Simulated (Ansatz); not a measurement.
Basis sets compared for the cluster Si₃B⁻ (the lowest singlet isomer of a short search). Total charge -1; singlet. Geometry PBE0-D4/def2-TZVPD. Ansatz on 2 threads of Arm Neoverse V2 on a shared host; times are rough, and most runs start from earlier orbitals.

```xyz
4

B    -0.104    0.098    0.765
Si   -1.830   -0.056    0.020
Si    1.761    0.110    0.487
Si    0.173   -0.152   -1.273
```

The structure comes from a short search, and lower isomers may exist.

| level | functions | energy (Eh) | HOMO (eV) | LUMO (eV) | wall time |
| --- | --- | --- | --- | --- | --- |
| PBE-D4/def2-SVPD | 92 | -892.5445 | -0.40 | 0.80 | 0.9 s |
| PBE0-D4/def2-SVPD | 92 | -892.6184 | -1.26 | 1.48 | 1 s |

Estimate the rows for PBE-D4/def2-TZVPD, PBE0-D4/def2-TZVPD.


```json
{"level": "PBE-D4/def2-TZVPD", "functions": "166", "energy (Eh)": "-892.8648", "HOMO (eV)": "-0.47", "LUMO (eV)": "0.72", "wall time": "1.9 s"}
{"level": "PBE0-D4/def2-TZVPD", "functions": "166", "energy (Eh)": "-892.9357", "HOMO (eV)": "-1.31", "LUMO (eV)": "1.41", "wall time": "2.6 s"}
```
